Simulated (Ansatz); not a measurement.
CH3Cl2NOW, SMILES `C[N]=[W](=[O])([Cl])[Cl]`. Charge 0, multiplicity 1. W: def2 effective core potential. The geometry is a stationary point of PBE0-D4/def2-TZVP.

```xyz
9

C    -1.230    0.413    0.947
N    -0.224   -0.260    0.210
W     1.129   -0.355   -0.872
O     1.497    1.232   -1.347
Cl    0.465   -1.558   -2.683
Cl    2.875   -1.222    0.298
H    -1.186    1.496    0.789
H    -1.109    0.205    2.015
H    -2.217    0.050    0.644
```

Question: What is the dipole moment at B3LYP/def2-TZVPP? (Estimate.)

Answer: Computed: 2.53 D, with components (-1.94, -0.26, 1.60) D in this frame, pointing from negative to positive charge.

Question: And with PBE, r2SCAN, ωB97M-V? (Best estimate.)

Answer: Ansatz gave: PBE 2.49 D, r2SCAN 2.55 D, ωB97M-V 2.50 D.

Question: Give the Mulliken charges with B3LYP, r2SCAN, PBE in def2-TZVPP. (Estimate.)

Answer: Ansatz gave: 
```tsv
atom	B3LYP	r2SCAN	PBE
C1	-0.13	0.00	-0.14
N2	-0.33	-0.36	-0.26
W3	1.00	1.02	0.83
O4	-0.38	-0.37	-0.32
Cl5	-0.25	-0.26	-0.22
Cl6	-0.25	-0.26	-0.22
H7	0.11	0.07	0.11
H8	0.11	0.07	0.11
H9	0.11	0.07	0.11
```

B3LYP here is the variant with VWN-RPA as its local correlation; programs differ in this.
